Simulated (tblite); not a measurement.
A geometry optimisation, step by step.

C₈H₁₅B.
Atom-mapped SMILES: `[CH2:1]=[C:2]([CH3:3])/[C:4]([CH3:5])=[CH:6]/[B:7]([CH3:8])[CH3:9]` (hydrogens: H10, H11 on C1; H12, H13, H14 on C3; H15, H16, H17 on C5; H18 on C6; H19, H20, H21 on C8; H22, H23, H24 on C9)

Computed with GFN2-xTB (tblite), gas phase: L-BFGS steps from a force-field or distance-geometry start until the largest atomic force falls under 0.01 eV/Å. 5 of its 181 geometries are shown.

Step 0: E = -705.4452 eV, largest atomic force 1.868 eV/Å
```
atom  x, y, z in Å  |  force x, y, z in eV/Å
C1      3.074   -0.091   -0.677    0.421   0.126   0.363
C2      2.080    0.082    0.192    0.486  -0.031  -0.482
C3      2.332    0.381    1.641   -0.843   0.264   0.281
C4      0.706   -0.038   -0.268   -0.237   0.143   0.880
C5      0.388   -0.356   -1.692    1.797  -0.240  -0.449
C6     -0.303    0.113    0.585   -1.217  -0.318  -0.427
B7     -1.791   -0.014    0.096    0.001   0.580   1.369
C8     -2.607    1.363    0.123    1.290   0.166  -0.316
C9     -2.514   -1.418    0.047   -0.059   0.219  -0.301
H10     4.093    0.008   -0.300   -0.264  -0.167  -0.636
H11     2.845   -0.312   -1.711    0.637   0.072   0.261
H12     1.720   -0.356    2.207    0.893   0.317   0.013
H13     1.856    1.371    1.872    0.763  -0.630  -0.065
H14     3.411    0.365    1.909   -0.983  -0.009  -0.164
H15     0.894    0.425   -2.314   -0.879  -0.517   0.123
H16    -0.689   -0.440   -1.858    0.550   0.051  -0.109
H17     0.956   -1.305   -1.903   -0.964   0.573  -0.188
H18    -0.164    0.331    1.631    0.064   0.098   0.006
H19    -1.882    2.212    0.238   -0.839  -0.591   0.104
H20    -3.046    1.493   -0.866   -0.585   0.155   0.434
H21    -3.309    1.360    0.965   -0.007   0.223  -0.680
H22    -1.786   -2.198    0.350   -0.888   0.170  -0.451
H23    -3.385   -1.400    0.745    0.636  -0.292  -0.707
H24    -2.889   -1.555   -1.004    0.227  -0.362   1.141
```

Step 45: E = -706.0734 eV, largest atomic force 0.039 eV/Å
```
atom  x, y, z in Å  |  force x, y, z in eV/Å
C1      3.151   -0.091   -0.643    0.003   0.008   0.004
C2      2.123    0.057    0.194   -0.022  -0.005  -0.029
C3      2.382    0.364    1.643   -0.001   0.000  -0.013
C4      0.728   -0.067   -0.245   -0.034  -0.007  -0.017
C5      0.485   -0.391   -1.695    0.007  -0.009  -0.013
C6     -0.322    0.124    0.565   -0.013  -0.001   0.012
B7     -1.836    0.035    0.230    0.003   0.006   0.007
C8     -2.695    1.361    0.134    0.002   0.007   0.000
C9     -2.573   -1.355    0.057    0.003  -0.005  -0.007
H10     4.168    0.001   -0.302    0.007   0.001   0.023
H11     3.034   -0.304   -1.690   -0.010  -0.003   0.005
H12     1.937   -0.395    2.285    0.000  -0.003  -0.007
H13     1.958    1.331    1.911   -0.005  -0.001   0.001
H14     3.451    0.394    1.836    0.012  -0.002   0.010
H15     0.886    0.395   -2.335   -0.003  -0.016   0.003
H16    -0.582   -0.475   -1.882    0.020  -0.002   0.009
H17     0.964   -1.331   -1.967    0.002   0.008   0.001
H18    -0.128    0.403    1.596    0.021   0.016   0.008
H19    -2.112    2.274    0.223    0.005   0.002   0.001
H20    -3.228    1.401   -0.815   -0.012   0.010   0.002
H21    -3.461    1.382    0.907   -0.006  -0.001   0.005
H22    -1.943   -2.219    0.253    0.012  -0.001  -0.005
H23    -3.444   -1.421    0.707    0.008  -0.003   0.004
H24    -2.955   -1.455   -0.959    0.001  -0.001  -0.006
```

Step 90: E = -706.0949 eV, largest atomic force 0.030 eV/Å
```
atom  x, y, z in Å  |  force x, y, z in eV/Å
C1      3.162   -0.051   -0.632    0.001   0.003   0.000
C2      2.119    0.064    0.190   -0.006   0.026  -0.013
C3      2.352    0.335    1.651   -0.016   0.005   0.005
C4      0.730   -0.078   -0.265   -0.005  -0.022  -0.002
C5      0.515   -0.613   -1.653    0.007   0.000  -0.005
C6     -0.325    0.288    0.484   -0.009  -0.013  -0.008
B7     -1.834    0.138    0.172   -0.003   0.000  -0.003
C8     -2.786    1.400    0.266   -0.006   0.002   0.008
C9     -2.490   -1.276   -0.111    0.006  -0.007  -0.003
H10     4.170    0.045   -0.266    0.005  -0.004  -0.007
H11     3.066   -0.228   -1.688   -0.013  -0.003   0.001
H12     1.800   -0.377    2.261    0.014  -0.006   0.023
H13     2.018    1.339    1.912    0.003   0.007   0.000
H14     3.410    0.257    1.888   -0.016  -0.006  -0.004
H15     0.869    0.107   -2.391    0.010  -0.013  -0.004
H16    -0.542   -0.780   -1.829    0.013   0.003  -0.005
H17     1.056   -1.547   -1.800    0.012   0.020   0.010
H18    -0.117    0.768    1.435    0.009  -0.007  -0.012
H19    -2.261    2.349    0.340    0.007  -0.004   0.001
H20    -3.461    1.458   -0.585    0.002   0.002  -0.006
H21    -3.424    1.312    1.145   -0.002   0.011   0.019
H22    -1.776   -2.093   -0.173    0.016  -0.013   0.006
H23    -3.191   -1.522    0.686   -0.013   0.008  -0.005
H24    -3.074   -1.274   -1.030   -0.015   0.011   0.004
```

Step 135: E = -706.0983 eV, largest atomic force 0.021 eV/Å
```
atom  x, y, z in Å  |  force x, y, z in eV/Å
C1      3.170   -0.025   -0.622   -0.002  -0.004  -0.012
C2      2.116    0.076    0.188    0.003  -0.012  -0.001
C3      2.328    0.372    1.647    0.004  -0.004  -0.009
C4      0.737   -0.107   -0.282    0.003   0.002  -0.001
C5      0.551   -0.673   -1.661   -0.005   0.000   0.006
C6     -0.328    0.259    0.454   -0.002  -0.008   0.003
B7     -1.840    0.121    0.159   -0.012  -0.003  -0.003
C8     -2.761    1.399    0.329   -0.006   0.001   0.006
C9     -2.535   -1.266   -0.159   -0.001   0.000  -0.005
H10     4.174    0.100   -0.251   -0.011  -0.001  -0.004
H11     3.084   -0.218   -1.676    0.006  -0.003  -0.008
H12     1.779   -0.333    2.267   -0.007  -0.009   0.007
H13     1.987    1.378    1.887   -0.003   0.015   0.007
H14     3.384    0.305    1.895    0.015   0.006   0.008
H15     0.905    0.034   -2.412    0.004  -0.002   0.006
H16    -0.500   -0.863   -1.849   -0.001  -0.006  -0.004
H17     1.112   -1.600   -1.778    0.001   0.012   0.008
H18    -0.120    0.759    1.394   -0.001  -0.002   0.006
H19    -2.212    2.337    0.352    0.000  -0.004  -0.002
H20    -3.517    1.472   -0.451   -0.003  -0.007  -0.002
H21    -3.308    1.325    1.270    0.002   0.007   0.007
H22    -1.852   -2.108   -0.238    0.012   0.016  -0.002
H23    -3.254   -1.508    0.624    0.002   0.017  -0.012
H24    -3.111   -1.213   -1.082    0.002  -0.013   0.001
```

Step 180: E = -706.1044 eV, largest atomic force 0.010 eV/Å
```
atom  x, y, z in Å  |  force x, y, z in eV/Å
C1      3.166   -0.053   -0.616    0.004  -0.002  -0.001
C2      2.112    0.075    0.191    0.002  -0.005  -0.002
C3      2.325    0.417    1.640   -0.002  -0.001  -0.003
C4      0.732   -0.118   -0.276    0.001   0.006  -0.003
C5      0.557   -0.713   -1.644    0.002   0.001  -0.003
C6     -0.334    0.263    0.450    0.000  -0.001   0.000
B7     -1.846    0.124    0.155   -0.006   0.002  -0.005
C8     -2.773    1.381    0.417   -0.003   0.003   0.002
C9     -2.532   -1.242   -0.259   -0.007  -0.002  -0.001
H10     4.169    0.084   -0.248    0.000  -0.003   0.002
H11     3.083   -0.284   -1.662    0.002   0.004   0.002
H12     1.785   -0.277    2.282    0.000  -0.001   0.003
H13     1.971    1.426    1.853    0.001   0.003  -0.001
H14     3.382    0.371    1.887    0.003   0.002   0.002
H15     0.926   -0.023   -2.403   -0.004   0.004  -0.007
H16    -0.491   -0.902   -1.842   -0.001   0.001   0.000
H17     1.115   -1.643   -1.735    0.002  -0.006   0.008
H18    -0.123    0.780    1.381   -0.001  -0.003   0.004
H19    -2.279    2.331    0.224   -0.003  -0.002  -0.001
H20    -3.701    1.360   -0.150    0.003  -0.001  -0.001
H21    -3.056    1.390    1.471    0.004  -0.001   0.000
H22    -1.875   -2.107   -0.222    0.004   0.005  -0.001
H23    -3.389   -1.447    0.382   -0.004  -0.005   0.002
H24    -2.934   -1.174   -1.270    0.001   0.002   0.003
```

**Question.** Summarise the path.

**Answer.** The energy falls by 63.60 kJ/mol from step 0 to step 180; nine tenths of that is first reached at step 12. It never rises by more than 0.2 meV. The largest force goes from 1.868 to 0.010 eV/Å. Among the bonds C5–H17 changes most, from 1.126 to 1.089 Å; the atoms move by 0.389 Å rms after alignment.

The cost below is that of the whole relaxation. Time: 2.5 s of wall time. Hardware: one thread, Arm Neoverse N1 (aarch64), shared host with 64 logical CPUs at a one-minute load of 61.
